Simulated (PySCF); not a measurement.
# Computed properties of BeFBr, SMILES [F][Be][Br]

BeFBr, SMILES [F][Be][Br]. The structure is a stationary point at PBE0-D3(BJ)/def2-TZVP. Other conformers were not sampled. All values are computed for the isolated molecule unless a solvent is named; none is compared with measurement here.

**Structure.** The optimised structure has C∞v symmetry. All 4 harmonic modes at PBE0-D3(BJ)/def2-TZVP (PySCF) are real, so it is a minimum. With heavy atoms numbered as in [Be:1]([F:2])[Br:3], the shortest bond between them is Be1–F2 at 1.371 Å and the longest Be1–Br3 at 1.959 Å.

**Vibrations.** The strongest infrared lines (harmonic, unscaled, degenerate partners summed) lie at 1376 cm⁻¹ (395 km/mol, Be 78 %, F 21 %), 273 cm⁻¹ (146 km/mol, Be 85 %, F 14 %), 420 cm⁻¹ (5 km/mol, F 61 %, Br 25 %, Be 13 %). The softest mode is at 273 cm⁻¹ and the zero-point energy is 3.3 kcal/mol.

**Electronic structure.** PBE0/def2-TZVPD (PySCF) places the frontier levels at -9.10 and -0.75 eV, a gap of 8.35 eV, and gives a dipole moment of 0.34 D and a mean polarisability of 34.9 bohr³.

**Excitations.** TDA-B3LYP/def2-TZVPD (PySCF) has S1 at 6.79 eV (183 nm, f = 0.140, bright); the most intense of the 10 singlets computed lies at 6.79 eV (f = 0.14). Strengths of degenerate partners are summed. T1 (TDA) is at 6.51 eV, 0.28 eV under S1. No vertical singlet excitation falls in the visible range (under 3.1 eV).

**NMR.** GIAO shifts at HF/pcSseg-2 (PySCF) (non-relativistic, atoms alike by connectivity averaged): ¹⁹F at -134.1 ppm against CFCl3. Without spin–orbit terms, shifts of atoms bonded to Cl or Br come out too high.
